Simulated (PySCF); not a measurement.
**PdH₅⁻, singlet: molecular constants**

These are results of PBE0/[Pd def2-TZVPD with ECP28, H def2-TZVPD], scalar-relativistic core potentials, density fitting, no spin–orbit coupling, PySCF, not measurements.

The structure is a minimum.

```xyz
6
charge -1 multiplicity 1, angstrom
Pd    0.0000    0.0000    0.0129
H     0.4299    0.0000   -1.6609
H    -1.6349    0.0000    0.1957
H     0.0000    0.0000    1.5751
H     1.6349    0.0000    0.1957
H    -0.4299    0.0000   -1.6609
```

```
Point group                                                                   : C2v
Bond lengths                                                                  : H–H 0.860 Å, Pd–H 1.562 Å, Pd–H 1.645 Å (×2), Pd–H 1.728 Å (×2)
Bond angles                                                                   : H–H–Pd 75.6° (×2), H–Pd–H 28.8°, H–Pd–H 82.0° (×2), H–Pd–H 83.6° (×2), H–Pd–H 110.8° (×2), H–Pd–H 165.6° (×2), H–Pd–H 167.2°
Entropy at 298.15 K and 1 bar                                                 : 248.5 J/(mol K)
Principal quadrupole moments (Buckingham, traceless) about the centre of mass : -8.56, 3.48, 5.08 D Å
Zero-point energy                                                             : 88.5 kJ/mol
Rotational symmetry number                                                    : 2
Lowest empty level                                                            : 4.28 eV
Highest occupied level                                                        : -1.18 eV
Heat capacity Cp at 298.15 K                                                  : 60.1 J/(mol K)
Enthalpy at 298.15 K above 0 K                                                : 12.42 kJ/mol
Principal polarisabilities                                                    : 58.2, 67.6, 79.2 bohr³
Rotational constants                                                          : 2.927, 2.067, 1.211 cm⁻¹
Dipole moment about the centre of mass                                        : 2.17 D
```

Harmonic modes (masses in u: Pd 105.903, H 1.008):
| symmetry | ω (cm⁻¹) | IR (km/mol) | μ (u) |
| --- | --- | --- | --- |
| b2 | 479 | 24.6 | 1.02 |
| a2 | 606 | 0.0 | 1.01 |
| b1 | 620 | 25.7 | 1.04 |
| a1 | 670 | 8.8 | 1.03 |
| b2 | 672 | 235 | 1.01 |
| b1 | 694 | 33.2 | 1.02 |
| a1 | 1003 | 2.7 | 1.03 |
| b2 | 1581 | 917 | 1.03 |
| b2 | 1677 | 9.8 | 1.01 |
| a1 | 1860 | 0.4 | 1.01 |
| a1 | 2045 | 138 | 1.01 |
| a1 | 2888 | 223 | 1.01 |

In C2v the vibrations span 4b2 + a2 + 2b1 + 5a1. Here b1 is antisymmetric to the molecular plane and b2 lies in it. The a2 mode carries no infrared intensity, as symmetry demands.

Charges (e); Mulliken and Löwdin values are unreliable with diffuse functions:
```json
{"atom": "Pd1", "Mulliken": "-1.28", "Löwdin": "-0.37", "polar tensor": "-0.46", "Mayer order to Pd1": "–"}
{"atom": "H2,6", "Mulliken": "0.05", "Löwdin": "-0.07", "polar tensor": "0.07", "Mayer order to Pd1": "0.43"}
{"atom": "H3,5", "Mulliken": "0.05", "Löwdin": "-0.16", "polar tensor": "-0.29", "Mayer order to Pd1": "0.90"}
{"atom": "H4", "Mulliken": "0.10", "Löwdin": "-0.17", "polar tensor": "-0.09", "Mayer order to Pd1": "0.91"}
```
Other Mayer orders above 0.3: H–H 0.77.

Mulliken populations on Pd1 (electrons outside its core potential): s 3.23, p 7.02, d 9.02, f 0.00.

Stability towards spin polarisation was not tested. Other isomers or separated fragments may lie lower. The lowest empty level of this anion is unbound, so it and the gap depend on the basis.

The final relaxation and frequency run took 71 s on 2 threads of a shared Arm Neoverse N1 host, with 85 basis functions and 17 gradients; the process peaked at 1.3 GiB. Launch command: `OMP_NUM_THREADS=2 python axn.py task.json out`.
